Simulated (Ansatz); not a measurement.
Reactions of C3H7NOSi (`C=CN=CO[SiH3]`).

Calculated with Ansatz (gas phase, PBE0-D4/def2-TZVP geometries, no zero-point term in ΔE). CBS: MP2 limit from def2 TZ/QZ plus the TZ coupled-cluster correction, frozen cores. This one scheme is used for every species, atoms too. Double bonds are as drawn, so ΔE can hold a change between cis and trans. Open shells (•) are unrestricted, without spin–orbit coupling. Spin–orbit coupling would lower the free atoms: a little for C, O, Si. Bonds to Se are less sure, by a few kJ/mol each and by 10 to 20 or more in all where they break to atoms, as the def2 sets lack core-valence functions. Scalar relativity is left out up to krypton. One conformer a species, not always the lowest.

```
                                              reaction  CCSD/CBS(def2) (kcal/mol)  HF/CBS(def2) (kcal/mol)
                 `C=C/N=C/O[SiH3]` → `N=CC(O)=C[SiH3]`                       24.8                     30.3
                  `C=C/N=C/O[SiH3]` → `C=C1O[Si]1(C)N`                      -18.8                     -7.7
         `C=C/N=C/O[SiH3]` + H₂ → `C=CN=C` + `O[SiH3]`                       -9.2                    -11.3
                  `C=C/N=C/O[SiH3]` → `C[SiH2]C1N=CO1`                       30.5                     39.9
                  `C=C/N=C/O[SiH3]` → `C=C1O[SiH2]C1N`                        6.4                     14.8
       `C=C/N=C/O[SiH3]` → 3 C• + 7 H• + N• + O• + Si•                     1205.5                    877.3
                 `C=C/N=C/O[SiH3]` → `C=CN([SiH3])C=O`                       -0.7                      1.5
`C=C/N=C/O[SiH3]` + H₂Se → `C=C/N=C\[SeH]` + `O[SiH3]`                        3.7                      9.5
```

Q: Give the CCSD(T)/CBS values in the same order. (An estimate is asked.)

A: The calculation gave: 24.1, -18.9, -7.7, 29.8, 6.6, 1227.1, -0.9, 2.9 kcal/mol.

Largest T1 diagnostic: 0.015, for `C=CN([SiH3])C=O`.
